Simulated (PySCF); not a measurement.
A structure optimised at PBE0-D3(BJ)/def2-SVPD, used in a PySCF frequency run:

```xyz
4

Pb     0.0000     0.0000     0.4582
Cl     2.0140     1.1628    -0.7367
Cl    -2.0140     1.1628    -0.7367
Cl     0.0000    -2.3255    -0.7367
```
Charge -1, spin multiplicity 1.

**Question.** Write its SMILES, formula and point group.

**Answer.** [Cl][Pb-]([Cl])[Cl], Cl3Pb, C3v

**Question.** What are its rotational constants (standard atomic weights)?

**Answer.** 1.3028, 1.3028, 0.87869 GHz
